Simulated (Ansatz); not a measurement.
Computed with Ansatz on PBE0-D4/def2-TZVP structures; ΔE is electronic, products minus reactants. CBS: MP2 limit from def2 TZ/QZ plus the TZ coupled-cluster correction, frozen cores. This one scheme is used for every species. Functionals use def2-TZVPP. B3LYP here is the variant with VWN-RPA as its local correlation; programs differ in this. One conformer a species, not always the lowest.

Reaction (substitution at a C–S bond): `NC([SiH3])S[SiH3]` + `N[SiH3]` → `NC([SiH3])N[SiH3]` + `[SiH3]S`

`NC([SiH3])S[SiH3]`:

Z-matrix (Å, degrees):
```
C
Si 1 1.891
S 1 1.882 2 107.5
N 1 1.427 2 111.1 3 -124.0
H 1 1.094 2 110.0 3 115.3
H 2 1.488 1 110.7 3 -173.7
H 2 1.483 1 109.7 3 -52.7
H 2 1.487 1 107.4 3 67.0
Si 3 2.124 1 101.1 2 91.9
H 4 1.013 1 112.4 2 179.4
H 4 1.012 1 112.4 2 56.9
H 9 1.489 3 109.8 1 52.0
H 9 1.483 3 106.6 1 171.6
H 9 1.487 3 112.5 1 -68.1
```

`N[SiH3]`:

```xyz
7

N     0.526    0.918    0.133
Si   -0.327   -0.540   -0.190
H     1.500    0.880    0.388
H     0.062    1.670    0.617
H     0.486   -1.344   -1.139
H    -0.614   -1.406    0.993
H    -1.633   -0.179   -0.801
```

`NC([SiH3])N[SiH3]`:

Z-matrix (Å, degrees):
```
C
Si 1 1.912
N 1 1.442 2 114.3
N 1 1.461 2 110.9 3 -122.1
H 1 1.103 2 106.4 3 123.6
H 2 1.490 1 114.7 3 -60.9
H 2 1.489 1 105.4 3 179.9
H 2 1.488 1 109.4 3 62.9
Si 3 1.718 1 127.4 2 33.0
H 3 1.012 1 110.7 2 -171.0
H 4 1.013 1 111.5 2 -64.7
H 4 1.014 1 110.8 2 56.0
H 9 1.488 3 109.2 1 -57.4
H 9 1.485 3 106.4 1 -176.9
H 9 1.494 3 115.4 1 62.9
```

`[SiH3]S`:

```xyz
6

Si   -0.302    0.371   -0.222
S     1.385   -0.924   -0.016
H    -1.568   -0.395   -0.353
H    -0.044    1.138   -1.464
H    -0.423    1.300    0.931
H     0.952   -1.490    1.123
```

(1) Is it downhill or uphill in electronic energy at CCSD(T)/CBS, and by how much? (An estimate is asked.)

(2) What do these levels give: ωB97M-V, B3LYP, SCS-MP2/def2-TZVPP, CCSD/def2-TZVPP, HF/def2-QZVPP, HF/CBS(def2)? (An estimate is asked.)

Largest T1 diagnostic among the species: 0.012.

Answers

(1) Ansatz gave: Uphill: ΔE = +33.1 kJ/mol.

(2) Ansatz gave: ωB97M-V 29.1, B3LYP 30.6, SCS-MP2/def2-TZVPP 31.9, CCSD/def2-TZVPP 26.4, HF/def2-QZVPP 26.0, HF/CBS(def2) 26.0 kJ/mol.
